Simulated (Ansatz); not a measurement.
`CO[SiH][SiH3]` radical at its PBE0-D4/def2-TZVP geometry, where that method's forces vanish. Total charge 0; spin multiplicity 2.

```xyz
11

C     1.2106    1.9156    0.0734
O     0.7511    0.6094    0.3353
Si   -0.8262    0.1400    0.2287
Si   -0.8986   -2.1896    0.0832
H     0.7040    2.3553   -0.7934
H     1.0520    2.5654    0.9400
H     2.2809    1.8667   -0.1344
H    -1.4581    0.8384   -0.9405
H    -0.3389   -2.7811    1.3267
H    -0.1485   -2.7356   -1.0829
H    -2.3284   -2.5845   -0.0360
```

Task: What forces (eV/Å) does PBE-D4/def2-TZVPP give on these atoms in Ansatz? (Estimate.)

Result: The calculation gave: 
```
C1   0.079  0.223 -0.057
O2   0.350 -0.327  0.135
Si3 -0.479 -0.157  0.140
Si4  0.023  0.091 -0.013
H5  -0.101  0.114 -0.183
H6  -0.024  0.151  0.177
H7   0.232  0.002 -0.043
H8  -0.074  0.083 -0.148
H9   0.056 -0.065  0.124
H10  0.080 -0.081 -0.122
H11 -0.142 -0.035 -0.010
```
